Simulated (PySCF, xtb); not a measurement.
C₁₀H₉NS, SMILES Cc1csc(-c2ccccn2)c1.

GFN2-xTB (xtb 6.7.1) at its own geometry gives an orbital gap of 2.67 eV and a dipole moment of 2.60 D.

Coordinates come from a PBE0-D3(BJ)/def2-SVP optimisation. The values are those of a single conformer.

Problem. What does PBE/def2-SVP (PySCF) give? (The exact figures need the calculation; the answer reports its results.)

Solution. gap 3.19 eV (levels -5.24 and -2.06 eV), dipole 2.06 D.
